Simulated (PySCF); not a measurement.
methylamine (CH5N), singlet, geometry from GFN2-xTB; WB97X/def2-SVP, TDA (PySCF).

PySCF was given this input:
```python
from pyscf import gto, scf, dft, tdscf

mol = gto.M(
    atom='''
C     0.06015742    0.70059241   -0.00131411
N     0.03966195   -0.75172453    0.00299697
H    -0.93451955    1.16943137   -0.01795391
H    -0.46398692   -1.09295311    0.81518120
H    -0.43905591   -1.09816464   -0.82195807
H     0.58603787    1.04291425    0.88931393
H     0.61294631    1.03728935   -0.87767727
''',
    basis='def2-svp',
    verbose=4,
)

mf = dft.RKS(mol)
mf.xc = 'wb97x'
mf.kernel()
td = mf.TDA()
td.nstates = 5
td.kernel()
td.analyze()
```

Q: Write the output that PySCF gives for this input, abridged.

A: 
```
PySCF version 2.14.0

[INPUT] verbose = 4
[INPUT] num. atoms = 7
[INPUT] num. electrons = 18
[INPUT] charge = 0
[INPUT] spin (= nelec alpha-beta = 2S) = 0
[INPUT] symmetry False subgroup None
[INPUT] Mole.unit = angstrom
[INPUT] Symbol           X                Y                Z      unit          X                Y                Z       unit  Magmom
[...]
nuclear repulsion = 42.1784132752882
number of shells = 27
number of NR pGTOs = 83
number of NR cGTOs = 53
basis = def2-svp
ecp = {}

******** <class 'pyscf.dft.rks.RKS'> ********
method = RKS
initial guess = minao
damping factor = 0
level_shift factor = 0
DIIS = <class 'pyscf.scf.diis.CDIIS'>
diis_start_cycle = 1
diis_space = 8
diis_damp = 0
SCF conv_tol = 1e-09
SCF conv_tol_grad = None
SCF max_cycles = 50
direct_scf = True
direct_scf_tol = 1e-13
XC library pyscf.dft.libxc version 7.1.2
    S. Lehtola, C. Steigemann, M. J. T. Oliveira, and M. A. L. Marques,  SoftwareX 7, 1–5 (2018)
XC functionals = wb97x
    J.-D. Chai and M. Head-Gordon,  J. Chem. Phys. 128, 084106 (2008)
radial grids:
    Treutler-Ahlrichs [JCP 102, 346 (1995); DOI:10.1063/1.469408] (M4) radial grids

becke partition: Becke, JCP 88, 2547 (1988); DOI:10.1063/1.454033
pruning grids: <function nwchem_prune>
grids dens level: 3
symmetrized grids: False
atomic radii adjust function: <function treutler_atomic_radii_adjust>
small_rho_cutoff = 0
Set gradient conv threshold to 3.16228e-05
Initial guess from minao.
tot grids = 77064
init E= -95.7540770374257
[...]
cycle= 1 E= -95.7381545547064  delta_E= 0.0159  |g|= 0.272  |ddm|=  2.3
[...]
cycle= 2 E= -95.7477248225319  delta_E= -0.00957  |g|= 0.197  |ddm|= 0.335
[...]
cycle= 3 E= -95.7554567046412  delta_E= -0.00773  |g|= 0.0259  |ddm|= 0.148
[...]
cycle= 4 E= -95.7556085667206  delta_E= -0.000152  |g|= 0.00396  |ddm|= 0.0206
[...]
cycle= 5 E= -95.7556141862806  delta_E= -5.62e-06  |g|= 0.000835  |ddm|= 0.00695
[...]
cycle= 6 E= -95.7556144615031  delta_E= -2.75e-07  |g|= 0.000334  |ddm|= 0.0016
[...]
cycle= 7 E= -95.7556145178941  delta_E= -5.64e-08  |g|= 8.75e-05  |ddm|= 0.000796
[...]
cycle= 8 E= -95.7556145278496  delta_E= -9.96e-09  |g|= 2.19e-05  |ddm|= 0.000522
[...]
cycle= 9 E= -95.755614528479  delta_E= -6.29e-10  |g|= 2.81e-06  |ddm|= 0.000148
[...]
Extra cycle  E= -95.755614528485  delta_E= -5.97e-12  |g|= 1.07e-06  |ddm|= 9.28e-06
converged SCF energy = -95.755614528485

******** <class 'pyscf.tdscf.rks.TDA'> for <class 'pyscf.dft.rks.RKS'> ********
nstates = 5 singlet
deg_eia_thresh = 1.000e-03
wfnsym = None
conv_tol = 1e-05
eigh lindep = 1e-12
eigh level_shift = 0
eigh max_cycle = 100

Excitation energies (eV)
[ 7.11647185  8.82005182  9.08699428 10.16415329 10.27855083]

** Singlet excitation energies and oscillator strengths **
Excited State   1:      7.11647 eV    174.22 nm  f=0.0035
       9 -> 10        0.68353
       9 -> 11       -0.16755
Excited State   2:      8.82005 eV    140.57 nm  f=0.0253
       9 -> 12        0.67352
       9 -> 14       -0.20118
Excited State   3:      9.08699 eV    136.44 nm  f=0.0557
       9 -> 10       -0.16747
       9 -> 11       -0.68074
Excited State   4:     10.16415 eV    121.98 nm  f=0.1780
       9 -> 13        0.69759
Excited State   5:     10.27855 eV    120.62 nm  f=0.0025
       9 -> 12        0.20353
       9 -> 14        0.67172

** Transition electric dipole moments (AU) **
state          X           Y           Z        Dip. S.      Osc.
  1         0.1027      0.0970      0.0013      0.0199      0.0035
  2        -0.0052      0.0011      0.3423      0.1172      0.0253
  3         0.4890     -0.1048      0.0078      0.2502      0.0557
  4         0.4201     -0.7335      0.0087      0.7147      0.1780
  5        -0.0015      0.0003      0.0994      0.0099      0.0025

** Transition velocity dipole moments (imaginary part, AU) **
state          X           Y           Z        Dip. S.      Osc.
  1         0.1084     -0.0063      0.0017      0.0118      0.0300
  2        -0.0010      0.0002      0.0653      0.0043      0.0088
  3         0.2106     -0.0484      0.0034      0.0467      0.0932
  4         0.1461     -0.2488      0.0030      0.0832      0.1486
  5        -0.0007      0.0002      0.0496      0.0025      0.0043

** Transition magnetic dipole moments (imaginary part, AU) **
state          X           Y           Z
  1         0.0124     -0.0026     -0.8132
  2         0.0711      0.1836      0.0005
  3        -0.0044      0.0009      0.2902
  4        -0.0035      0.0007      0.2297
  5        -0.6474     -0.4196     -0.0085
```
